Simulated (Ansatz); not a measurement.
`C=C[N](C)[GeH3]` → `C[CH](C)[Ge][NH2]`  (isomerisation)

Isolated molecules relaxed with PBE0-D4/def2-TZVP in Ansatz; ΔE leaves out vibrations. CBS: MP2 limit from def2 TZ/QZ plus the TZ coupled-cluster correction, frozen cores. DFT in def2-TZVPP. HSE06 is defined as in plane-wave codes. For Ge outer-core shells are correlated without core-valence functions, which leaves a few kJ/mol of doubt a bond. Scalar relativity is left out up to krypton. Each species was taken in one conformer, which may not be the lowest.

```
             level  ΔE (kcal/mol)
           r2SCAN0          -23.4
             HSE06          -24.6
SCS-MP2/def2-TZVPP          -23.0
    CCSD/CBS(def2)          -26.7
```

(1) What does CCSD(T)/CBS give? (Best estimate.)

Largest T1 diagnostic among the species: 0.013.

## Answers

(1) Ansatz gave: -26.6 kcal/mol. The listed levels differ from it by 3.2, 2.0, 3.6, -0.1 kcal/mol.

Leaving LDA and LC-ωPBE aside and taking each functional with its dispersion term where it has one, the values, not all of them listed here, spread over 6.1 kcal/mol, from ωB97M-V to B97M-V. LDA lies +3.0 kcal/mol from PBE without D4. From PBE to PBE0 (25 % exact exchange), in def2-TZVPP and without D4, ΔE moves by +0.8 kcal/mol. The D4 term adds −0.7 kcal/mol with B3LYP and −0.4 kcal/mol with PBE0; it sums over pairs of atoms, weighted by their polarisabilities, and B3LYP, whose exchange is more repulsive, gets the larger term.

CCSD(T)/CBS has its own doubt, a few kJ/mol and more with outer-core shells, so smaller differences from it don't rank the levels.

B3LYP here is the variant with VWN-RPA as its local correlation; programs differ in this.
